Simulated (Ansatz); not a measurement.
```yaml
crystal:
  periodic: [false, false, false]
  atoms:
    - {symbol: B, position_ang: [-0.415907, -1.045210, -2.054808]}
    - {symbol: B, position_ang: [-1.057273, 0.508040, 0.559148]}
    - {symbol: B, position_ang: [0.984505, -0.685357, 0.445760]}
    - {symbol: B, position_ang: [0.693827, 1.176744, -0.229676]}
    - {symbol: B, position_ang: [0.742166, 1.045207, 1.504419]}
    - {symbol: B, position_ang: [0.044847, -0.819748, 2.022549]}
    - {symbol: P, position_ang: [-1.940850, 0.344551, -1.490889]}
    - {symbol: P, position_ang: [0.225181, 1.536092, -2.300367]}
    - {symbol: P, position_ang: [-1.975115, 0.020329, 2.441001]}
    - {symbol: P, position_ang: [1.231381, -2.092861, -1.137782]}
    - {symbol: P, position_ang: [0.260432, 0.648826, 3.567221]}
    - {symbol: P, position_ang: [1.206796, -0.636591, -3.326576]}
basis:
  gaussian: {orbitals: def2-mTZVPP, fitting: {mean_field: cc-pVTZ-jkfit}, point_charges: [{charge: 0.50, position_ang: [4.575, -0.006, 0.317]}]}
magnetization: {spin_polarized: true, initial_magnetization: 2}
hamiltonian: {xc: {name: RPBE}, dispersion: d3bjatm}
scf: {omitted_lower_state_checks: [starts]}
```

```sh
$ ansatz run in.yaml --threads 4 --pin off --events-out ev --progress --plain --max-ram 6963MiB
```

It prints (some lines left out):

```
Functional definition: RPBE
1200 factors; integrals over basis functions are off by at most 2.7e-1 eV
mean field evaluation 1: about -59752.0986 eV, gradient 6.7e1 eV
mean field evaluation 2: about -59230.9976 eV, gradient 2.1e2 eV
mean field evaluation 4: about -59579.8545 eV, gradient 1.4e2 eV
mean field evaluation 8: about -59779.7962 eV, gradient 1.5e1 eV
mean field evaluation 16: about -59781.5889 eV, gradient 2.7e-1 eV
mean field evaluation 32: about -59781.5914 eV, gradient 7.1e-3 eV
mean field -59781.59136583 eV, -2196.9329612764 hartree, gradient 2.2e-6 eV, S^2 2.013229; 0 other end points of the search recorded, 0 dependent functions left out
reference -59781.59141543 eV, -2196.9329630990 hartree; 61, 59 occupied and 215, 217 virtual orbitals, 1200 factors
Total energy: -59786.51441839 eV, -2197.1138801209 hartree
Checks for a lower state left out: starts
```

Run time 19 s (4 threads of Arm Neoverse V1 on a shared host), peak host memory 0.72 GiB.
